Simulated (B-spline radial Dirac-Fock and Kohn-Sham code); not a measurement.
## Cs⁺ 5p3/2: cross section and angular parameters

System: cesium as Cs⁺ in the configuration [Kr] 4d10 5s2 5p6; threshold 21.70 eV (orbital energy of the model). Level of theory: Dirac-Hartree-Slater photoionisation with a Latter tail; cross sections with all multipoles, angular parameters from the dipole term and its interference with E2; a radial finite-basis atomic code.

The run's input, task.json:

```json
{"items": [{
  "Z": 55,
  "q": 1,
  "cfg": [[1, 0, 2], [2, 0, 2], [2, 1, 6], [3, 0, 2], [3, 1, 6], [3, 2, 10], [4, 0, 2], [4, 1, 6], [4, 2, 10], [5, 0, 2], [5, 1, 6]],
  "A": 133,
  "rrms": 4.8041,
  "do": "xps",
  "hv": [80, 98.4, 100, 101.0, 122.0, 137.0, 197.0, 200, 280.0, 282.0, 400, 413.0, 509.0, 523.0, 708.0, 1320.0, 1486.9, 1760.0, 1880.0, 1970.0, 2000, 2410.0, 3210.0, 4200.0, 6000, 7800.0, 9210.0, 11900.0, 15000]
}]}
```

Command: `python xray2_run.py task.json out`

| hν (eV) | σ (kb) | β | γ | δ |
| --- | --- | --- | --- | --- |
| 80 | 214 | -0.154 | 0.093 | -0.010 |
| 98.4 | 161 | -0.111 | -0.023 | 0.009 |
| 100 | 158 | -0.097 | -0.029 | 0.010 |
| 101 | 156 | -0.088 | -0.033 | 0.011 |
| 122 | 126 | 0.128 | -0.058 | 0.023 |
| 137 | 112 | 0.280 | -0.044 | 0.027 |
| 197 | 77.8 | 0.758 | 0.071 | 0.026 |
| 200 | 76.6 | 0.777 | 0.076 | 0.026 |
| 280 | 53.3 | 1.119 | 0.179 | 0.017 |
| 282 | 52.9 | 1.125 | 0.181 | 0.017 |
| 400 | ? | ? | ? | ? |
| 413 | 33.4 | 1.395 | 0.213 | 0.007 |
| 509 | 25.4 | 1.499 | 0.189 | 0.004 |
| 523 | 24.4 | 1.510 | 0.184 | 0.003 |
| 708 | 15.7 | 1.617 | 0.111 | 0.000 |
| 1320 | 5.56 | 1.723 | -0.027 | 0.001 |
| 1486.9 | 4.47 | 1.730 | -0.032 | 0.001 |
| 1760 | 3.25 | 1.733 | -0.021 | 0.002 |
| 1880 | 2.86 | 1.733 | -0.011 | 0.002 |
| 1970 | 2.61 | 1.731 | -0.001 | 0.003 |
| 2000 | 2.53 | 1.731 | 0.002 | 0.003 |
| 2410 | 1.74 | 1.721 | 0.062 | 0.004 |
| 3210 | 0.945 | 1.692 | 0.211 | 0.007 |
| 4200 | 0.517 | 1.650 | 0.412 | 0.011 |
| 6000 | 0.220 | 1.573 | 0.756 | 0.022 |
| 7800 | 0.113 | 1.501 | 1.049 | 0.036 |
| 9210 | 0.0730 | 1.449 | 1.247 | 0.048 |
| 11900 | 0.0362 | 1.360 | 1.563 | 0.072 |
| 15000 | 0.0188 | 1.269 | 1.844 | 0.103 |

Q: Give the values at 400 eV.

A: σ = 34.8 kb, β = 1.376, γ = 0.214, δ = 0.008.

Values without a named source are computed, but for edge energies of neutral atoms, which are taken from tables.
